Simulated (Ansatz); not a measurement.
Basis-set extrapolation for `CS[Si](Cl)(Cl)Cl` (PBE0-D4/def2-TZVP geometry, frozen core, Ansatz 0.2.0). Multiplicity 1, RHF reference.

```json
{"": "HF", "def2-TZVPP": "-2104.848128", "def2-QZVPP": "-2104.908134"}
{"": "MP2 correlation", "def2-TZVPP": "-1.031108", "def2-QZVPP": "-1.128483"}
{"": "CCSD(T) correlation", "def2-TZVPP": "-1.151943", "def2-QZVPP": "not run"}
```

Energies in hartree. Use E(X) = E(∞) + A·exp(−7.88·√X) for Hartree–Fock and E(X) = E(∞) + B·X^(−2.97) for correlation, with X = 3 and 4, and add CCSD(T) minus MP2 of the smaller set to the MP2 limit.

Problem. What is the CCSD(T) energy at the basis-set limit?

Solution. HF limit: -2104.908134 + (-0.060006) × 0.13774 = -2104.91640. MP2 limit: -1.128483 + (-0.097375) × 0.74074 = -1.20061. Higher-order term: -1.151943 − (-1.031108) = -0.12084. Total: -2106.23785 hartree, 624.3 kJ/mol below CCSD(T)/def2-TZVPP.
